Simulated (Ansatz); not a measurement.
C2H6O2Si can be A, `O/C=C/[SiH2]O`, or B, `COC1O[SiH2]1`.

Isolated molecules relaxed with PBE0-D4/def2-TZVP in Ansatz; ΔE leaves out vibrations. CCSD(T)/CBS is the MP2 limit (def2-TZVPP, def2-QZVPP) plus CCSD(T) − MP2 in def2-TZVPP, frozen cores. Functionals use def2-TZVPP. B3LYP here is the variant with VWN-RPA as its local correlation; programs differ in this. One conformer a species, not always the lowest.

Question: Which is lower in electronic energy at CCSD(T)/CBS, and by how much? (Estimate.)

Answer: Ansatz gave: A, by 189.4 kJ/mol.

Question: Give E(B) − E(A) in kJ/mol with r2SCAN-D4, B3LYP-D4, MP2/def2-TZVPP, CCSD/def2-TZVPP, CCSD(T)/def2-TZVPP, HF/def2-TZVPP, PBE0-D4. (Best estimate.)

Answer: Computed: r2SCAN-D4 179.6, B3LYP-D4 186.2, MP2/def2-TZVPP 189.2, CCSD/def2-TZVPP 188.8, CCSD(T)/def2-TZVPP 185.9, HF/def2-TZVPP 209.1, PBE0-D4 177.5. None reverses the order clearly.

Largest T1 diagnostic: 0.014.

From PBE to PBE0 (25 % exact exchange), in def2-TZVPP and without D4, E(B) − E(A) moves by +8.1 kJ/mol. In def2-TZVPP, CCSD(T) changes the Hartree–Fock value by −23.2 kJ/mol (the triples alone add −2.9 kJ/mol) and MP2 by −19.9 kJ/mol.
